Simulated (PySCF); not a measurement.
**Spinor energies of Tc²²⁺ (technetium, charge +22)**

Start: [Ar] 3d3; 3d3/2 filled at m_j = -1/2, +1/2, +3/2. Calculated with PySCF 2.14 in an even-tempered Gaussian basis (16 s from 2.7 bohr⁻², ratio 2.8; 12 p from 3.5 bohr⁻², ratio 2.8; 8 d from 3.5 bohr⁻², ratio 2.8; 3 f from 12 bohr⁻², ratio 3): generalised Hartree-Fock with the X2C-1e Hamiltonian and a Gaussian nucleus; one run each with spin-orbit coupling (SO) switched off, then screened by Boettger's factors.

```tsv
spinor shell	electrons	ε, spin-free (eV)	ε, screened SO (eV)	weight of nominal j (screened SO)	rms radius, screened SO (bohr)
1s1/2	2	-22020.2	-22018.7	1.000	0.0394
2s1/2	2	-3941.9	-3941.2	1.000	0.161
2p1/2	2	-3613.5	-3699.1	0.997	0.140
2p3/2	4	-3613.5	-3572.7	0.999	0.144
3s1/2	2	-1291.5	-1291.3	1.000	0.411
3p1/2	2	-1177.0	-1202.4	0.908	0.402
3p3/2	4	-1177.0	-1164.7	0.954	0.411
3d3/2	3	-1036.3	-1037.2	0.788	0.370
```

```json
{"quantity": "E (hartree)", "spin-free": "-4001.89559", "screened SO": "-4002.61155"}
{"quantity": "M_J", "spin-free": "3/2", "screened SO": "3/2"}
{"quantity": "⟨J²⟩", "spin-free": "6.751", "screened SO": "5.367"}
{"quantity": "⟨L²⟩", "spin-free": "12.001", "screened SO": "11.381"}
{"quantity": "⟨S²⟩", "spin-free": "3.750", "screened SO": "3.431"}
```

The determinant has a definite M_J but mixes levels of different J.

Each row is a mean over spinors that exchange with the open shell spreads, by up to 14.949 eV (3s1/2).

Rows whose weight is well below 1 are mixtures of j = l ± 1/2: exchange outweighs spin-orbit coupling there, and the label is only the starting occupation.

Breit and QED terms are absent; they matter most for the inner s and p1/2 levels.

Densities and radii are taken from the X2C orbitals without a picture-change correction, which distorts them close to the nucleus.

Without spin-orbit coupling the j labels of p, d and f shells carry no meaning; the spin-free column gives the mean over the occupied spinors of each nl shell, and its ⟨J²⟩ belongs to a mixture of degenerate components.
